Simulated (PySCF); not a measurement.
C7H13B.
Cartesian coordinates in Å at the PBE0-D3(BJ)/def2-SVP level; atoms count from 1:
```
atom  x, y, z in Å
C1    -1.7521    1.4658    0.5703
C2    -1.3412    0.2369    0.2564
C3    -1.8315   -0.8253   -0.7012
C4    -0.8317   -1.8169   -0.0599
C5    -0.1994   -0.6554    0.7451
B6     1.0285    0.1367    0.1527
C7     1.7866    1.1453    1.0948
C8     1.5193   -0.0901   -1.3250
H9    -1.2414    2.0602    1.3325
H10   -2.6257    1.9097    0.0844
H11   -1.6157   -0.5901   -1.7564
H12   -2.9005   -1.0779   -0.6224
H13   -0.1663   -2.3516   -0.7532
H14   -1.3276   -2.5564    0.5848
H15   -0.1466   -0.7762    1.8387
H16    2.1579    2.0436    0.5777
H17    2.6843    0.6084    1.4594
H18    1.2207    1.4449    1.9896
H19    0.7520   -0.4684   -2.0167
H20    2.0055    0.7904   -1.7708
H21    2.2938   -0.8803   -1.2691
```

Method: TDDFT B3LYP/def2-SVPD, vertical, gas phase, core orbitals frozen in the response (PySCF 2.14.0, density-fitted response routines).

Kohn–Sham orbitals with the atoms that hold most of them (Löwdin shares over 4%, at most four atoms; ? is withheld):

```csv
orbital,ε (eV),atoms
LUMO+2,0.45,"C2 20%, B6 18%, C1 7%, C7 7%"
LUMO+1,0.24,"B6 31%, H21 8%, C8 8%, C7 7%"
LUMO,?,"B6 24%, C1 18%, C2 13%, C5 8%"
HOMO,-6.70,?
HOMO-1,-7.92,?
HOMO-2,-8.34,"C8 23%, B6 20%, C7 13%, C5 11%"
HOMO-3,-9.12,"C4 20%, C3 17%, C2 15%, H13 9%"
```

Which atoms hold the HOMO, and with what shares?

C1 (bonded to C and 2 H) 33%; C2 (bonded to 3 C) 24%; C5 (bonded to B, 2 C and H) 12%; B6 (bonded to 3 C) 8%. By element: carbon 68% or more, boron 8%.

Which atoms hold the HOMO-1, and with what shares?

C5 (bonded to B, 2 C and H) 21%; C2 (bonded to 3 C) 14%; C3 (bonded to 2 C and 2 H) 12%; B6 (bonded to 3 C) 10%. By element: carbon 47% or more, boron 10%.

What is the LUMO energy, and the HOMO–LUMO gap?

ε(LUMO) = -0.68 eV; the gap is 6.01 eV (0.2209 hartree).

How does S1 compare with the orbital gap of 6.01 eV?

S1 is at 5.35 eV (f = 0.112), 0.66 eV below the gap, made of HOMO→LUMO (85%). Without the coupling terms of the response equations the lowest excitation would equal the gap.

Give energy, strength and leading configuration of S1 and S3, and follow the Löwdin shares of the leading atoms from the occupied to the empty orbital.

- S1 (5.35 eV, f 0.112), HOMO→LUMO (85%): C1 33% → 18%, C2 24% → 13%, B6 8% → 24%
- S3 (6.19 eV, f 0.0015), HOMO→LUMO+1 (75%): C1 33% → at most 7%, C2 24% → at most 7%, B6 8% → 31%, H21 at most 8% → 8%

Löwdin shares depend on the basis, the more so with diffuse functions.

One conformer stands for the species.
